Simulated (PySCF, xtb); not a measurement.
B(F)(OAc)(OH) (C2H4BFO3), SMILES CC(=O)OB(O)F.

GFN2-xTB (xtb) at its own geometry gives an orbital gap of 4.85 eV and a dipole moment of 2.91 D.

Coordinates come from a B3LYP-D3(BJ)/def2-SVP optimisation. One conformer was computed; it need not be the lowest.

### Question
What does PySCF with CAM-B3LYP/def2-TZVP give? (An estimate is asked for; the answer gives what the named calculation found.)

### Answer
gap 10.75 eV (levels -9.83 and 0.92 eV), dipole 2.01 D.
